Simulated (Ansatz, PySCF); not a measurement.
C3H5Cl2F, SMILES F[C@H](C)C(Cl)Cl. Atoms are numbered in the order given.

```xyz
11

C     -2.3066     0.3304     0.0779
C     -0.9324     0.3576     0.7021
F     -0.7397    -0.7801     1.4362
C      0.1943     0.4998    -0.3135
Cl     1.7588     0.6385     0.5147
Cl     0.2111    -0.8467    -1.4730
H     -2.3992    -0.5308    -0.5980
H     -3.0624     0.2430     0.8705
H     -2.5006     1.2527    -0.4891
H     -0.8344     1.2224     1.3839
H      0.0582     1.4206    -0.8951
```
Charge 0, spin multiplicity 1.

The structure is a stationary point at PBE0-D3(BJ)/def2-SVP. The structure was generated by enumeration; whether it is a known compound was not checked. One conformer was computed; it need not be the lowest.

Two levels are set side by side: PBE-D3(BJ)/def2-SVP (Ansatz, a first-principles code) and PBE0-D3(BJ)/def2-SVP (Ansatz). Each level has its own optimised geometry; the coordinates shown are those of the second. Frequencies come from the Hessian of PySCF at each geometry. Differences are taken from unrounded values.

```json
[
 {"quantity": "mean bond length (Å)", "PBE0-D3(BJ)": "1.345"},
 {"quantity": "bond C1–C2 (Å)", "PBE0-D3(BJ)": "1.510"},
 {"quantity": "bond C2–F3 (Å)", "PBE0-D3(BJ)": "1.368"},
 {"quantity": "bond C2–C4 (Å)", "PBE0-D3(BJ)": "1.524"},
 {"quantity": "bond C4–Cl5 (Å)", "PBE0-D3(BJ)": "1.776"},
 {"quantity": "bond C4–Cl6 (Å)", "PBE0-D3(BJ)": "1.777"},
 {"quantity": "bond C1–H7 (Å)", "PBE0-D3(BJ)": "1.099"},
 {"quantity": "bond C1–H8 (Å)", "PBE0-D3(BJ)": "1.099"},
 {"quantity": "bond C1–H9 (Å)", "PBE0-D3(BJ)": "1.100"},
 {"quantity": "bond C2–H10 (Å)", "PBE0-D3(BJ)": "1.106"},
 {"quantity": "bond C4–H11 (Å)", "PBE0-D3(BJ)": "1.098"},
 {"quantity": "highest harmonic wavenumber (cm⁻¹)", "PBE0-D3(BJ)": "3188"},
 {"quantity": "mean harmonic wavenumber (cm⁻¹)", "PBE0-D3(BJ)": "1277"},
 {"quantity": "zero-point energy (kcal/mol)", "PBE0-D3(BJ)": "49.28"}
]
```

Question: What does PBE-D3(BJ) give, and how far is it from PBE0-D3(BJ)? (Estimate from the structure and the level; the computed values follow.)

Answer: 
| quantity | PBE-D3(BJ) | PBE-D3(BJ) minus PBE0-D3(BJ) |
|---|---|---|
| mean bond length (Å) | 1.357 | 0.012 |
| bond C1–C2 (Å) | 1.519 | 0.009 |
| bond C2–F3 (Å) | 1.383 | 0.016 |
| bond C2–C4 (Å) | 1.534 | 0.010 |
| bond C4–Cl5 (Å) | 1.794 | 0.018 |
| bond C4–Cl6 (Å) | 1.796 | 0.019 |
| bond C1–H7 (Å) | 1.107 | 0.008 |
| bond C1–H8 (Å) | 1.107 | 0.008 |
| bond C1–H9 (Å) | 1.108 | 0.008 |
| bond C2–H10 (Å) | 1.115 | 0.010 |
| bond C4–H11 (Å) | 1.106 | 0.009 |
| highest harmonic wavenumber (cm⁻¹) | 3097 | -91 |
| mean harmonic wavenumber (cm⁻¹) | 1229 | -47 |
| zero-point energy (kcal/mol) | 47.45 | -1.83 |

GGA bonds tend to be longer and softer than those of functionals with exact exchange. Differences between two approximate levels are no errors against the true value.
